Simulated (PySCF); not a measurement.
Geometry:
```json
{"atom": "C1", "x (Å)": "3.228", "y (Å)": "0.012", "z (Å)": "-0.395"}
{"atom": "C2", "x (Å)": "1.932", "y (Å)": "0.004", "z (Å)": "-0.240"}
{"atom": "C3", "x (Å)": "0.684", "y (Å)": "-0.006", "z (Å)": "-0.092"}
{"atom": "C4", "x (Å)": "-0.619", "y (Å)": "0.010", "z (Å)": "0.082"}
{"atom": "C5", "x (Å)": "-1.366", "y (Å)": "1.060", "z (Å)": "0.859"}
{"atom": "F6", "x (Å)": "-0.516", "y (Å)": "2.001", "z (Å)": "1.362"}
{"atom": "C7", "x (Å)": "-1.496", "y (Å)": "-1.059", "z (Å)": "-0.506"}
{"atom": "F8", "x (Å)": "-2.417", "y (Å)": "-0.548", "z (Å)": "-1.348"}
{"atom": "F9", "x (Å)": "-0.818", "y (Å)": "-1.983", "z (Å)": "-1.189"}
{"atom": "F10", "x (Å)": "-2.197", "y (Å)": "-1.713", "z (Å)": "0.443"}
{"atom": "H11", "x (Å)": "3.732", "y (Å)": "-0.757", "z (Å)": "-0.957"}
{"atom": "H12", "x (Å)": "3.834", "y (Å)": "0.791", "z (Å)": "0.039"}
{"atom": "H13", "x (Å)": "-2.086", "y (Å)": "1.580", "z (Å)": "0.212"}
{"atom": "H14", "x (Å)": "-1.895", "y (Å)": "0.608", "z (Å)": "1.708"}
```

PySCF calculation with σ from GIAO-PBE0/pcSseg-1 and geometry: GFN2-xTB; no solvent, one conformer, non-relativistic, rapidly exchanging positions averaged.

Scale: ¹³C and ¹H against TMS; ¹⁹F against CFCl3 (reference shieldings calculated alike).

```tsv
atoms	nucleus	count	δ (ppm)
C4	¹³C	1	118.1
H11/H12	¹H	2	?
F6	¹⁹F	1	-266.3
C7	¹³C	1	130.5
C5	¹³C	1	85.2
C1	¹³C	1	109.3
C2	¹³C	1	?
F8/F9/F10	¹⁹F	3	-78.2
C3	¹³C	1	?
H13/H14	¹H	2	5.62
```

Question: Complete the table.

Answer: 
- C2: 188.5 ppm, central carbon of an allene; the central sp carbon of an allene is among the most deshielded carbons of hydrocarbons
- C3: 180.7 ppm, central carbon of an allene
- H11/H12: 6.05 ppm, hydrogen on a terminal carbon of a cumulated C=C=C unit; a vinylic proton, deshielded by the sp2 carbon and the C=C anisotropy

Shifts are as computed. Against solution values, carbons near 30 ppm lie about +3 ppm off and those near 130 ppm about +5 ppm (rms about the fit 2.1 ppm; single classes can miss by 10 ppm). Of 1328 compounds with measured shifts, 309 miss one by over three times the rms of a fit or turn the order of signals round; such compounds aren't used in these exercises. Signals without a measured value on file couldn't be tested in this way; 1H shifts scatter by 0.2 ppm about their fit, and single ones miss by 0.5 ppm. Unscaled 19F shifts against computed CFCl3 carry errors that often reach 10 to 50 ppm.
